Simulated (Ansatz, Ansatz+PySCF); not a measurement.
```xyz
3

H     0.0000    0.1857   -0.9424
C     0.0000   -0.4908   -0.0413
F     0.0000    0.3050    0.9836
```

Basis set: def2-SVP (spherical functions). Left uncorrelated: 2 orbitals. Charge 0, multiplicity 1.

Computed with Ansatz (development build ahead of 0.2.0); each method stands on the lowest determinant of its kind that the runs found. Restricted open shells among the atoms or ions are ROHF, correlated in semicanonical orbitals with singles.

(1) Give the atomization energy at this shape (free ground-state atoms in the same class of orbitals less the molecule, no zero-point energy) of singlet CHF by RHF-CCSD(T), UHF-CCSD(T), RHF-MP2, UHF-MP2, RHF, UHF.

Answers

(1)

| method | atomization energy |
| --- | --- |
| RHF-CCSD(T) | 834.4 kJ/mol |
| UHF-CCSD(T) | 831.5 kJ/mol |
| RHF-MP2 | 845.0 kJ/mol |
| UHF-MP2 | 835.7 kJ/mol |
| RHF | 587.1 kJ/mol |
| UHF | 591.1 kJ/mol |

Caution for UHF-CCSD(T), UHF-MP2: a plain start can end on a higher determinant. Caution for UHF-CCSD(T), UHF-MP2, UHF: the unrestricted determinant is spin contaminated.
